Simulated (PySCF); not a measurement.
C₃H₅NSSi, SMILES [SiH3]c1cscn1.

Geometry: TPSSh-D3(BJ)/def2-SVP.

Two levels are set side by side: PBE/def2-TZVP (PySCF) and B3LYP/def2-TZVP (PySCF). Same geometry, gas phase. Differences are taken from unrounded values.

```
quantity                     B3LYP    PBE  PBE minus B3LYP
---------------------------  -----  -----  ---------------
orbital gap (eV)              5.91   4.42            -1.49
highest occupied level (eV)  -7.17  -6.38             0.79
lowest empty level (eV)      -1.26  -1.96            -0.71
dipole moment (D)             1.75   1.66            -0.09
mean polarisability (bohr³)   84.0   86.4              2.4
```

PBE's occupied levels lie high since its potential decays too fast outside the molecule; exact exchange lowers them and widens the gap. Differences between two approximate levels are no errors against the true value.

Rough cost on one machine, each run with all the roots and properties that it gave: B3LYP against PBE within a factor of 2.
